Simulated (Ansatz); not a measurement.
HSn (SMILES [SnH]), doublet, geometry from GFN2-xTB (such geometries of metal compounds can be far from the true shape) (core potentials on Sn); Ansatz (a program for electronic structure) with B97M-V/def2-TZVP.

Here is a job for Ansatz.
Ansatz 0.2 input:
```yaml
crystal:
  periodic: [false, false, false]
  atoms:
    - {symbol: Sn, position_ang: [-0.00000000, -0.00000000, -0.03544185]}
    - {symbol: H, position_ang: [0.00000000, 0.00000000, 1.77209231]}
basis:
  gaussian:
    orbitals: def2-TZVP
hamiltonian:
  xc: {name: B97M-V}
magnetization: {spin_polarized: true, initial_magnetization: 1}
accuracy: high
```

It wrote (shortened):

```
Functional definition: B97M-V
970 factors; integrals over basis functions are off by at most 3.2e-9 eV
mean field evaluation 1: about -5845.6427 eV, gradient 8.0e0 eV
mean field evaluation 2: about -5845.5974 eV, gradient 9.1e0 eV
mean field evaluation 4: about -5846.2914 eV, gradient 3.0e-1 eV
mean field evaluation 8: about -5846.2899 eV, gradient 2.6e-2 eV
mean field evaluation 16: about -5846.2899 eV, gradient 2.1e-6 eV
mean field evaluation 32: about -5846.2899 eV, gradient 2.3e-8 eV
mean field -5846.28994935 eV, -214.8471928810 hartree, gradient 3.7e-8 eV, S^2 0.752377; 3 other end points of the search recorded, 0 dependent functions left out
reference -5846.28995378 eV, -214.8471930439 hartree; 12, 11 occupied and 44, 45 virtual orbitals, 970 factors
Total energy: -5846.28995378 eV, -214.8471930439 hartree
```
